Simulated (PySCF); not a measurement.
C₂H₁₀FNSi₂, SMILES FC[SiH2]NC[SiH3].

The structure is a stationary point at B3LYP-D3(BJ)/def2-SVP. The structure was generated by enumeration, and PubChem lists no compound with its InChIKey, so it may never have been made. Other conformers were not sampled.

The numbers are results of PySCF with B3LYP/def2-TZVP, not measurements.

The molecule is in vacuum.

The total energy comes out as -815.97375 hartree and the highest occupied level is -6.55 eV. The lowest empty level comes out as 0.03 eV, the orbital gap is 6.59 eV and the dipole moment is 1.12 D. The quadrupole, principal values (traceless, Buckingham form, about the centre of nuclear charge) comes out as -9.96, 2.34, 7.62 D·Å and the mean static polarisability comes out as 87.6 bohr³ (12.98 Å³). The polarisability, principal values is 76.7, 80.4, 105.6 bohr³.
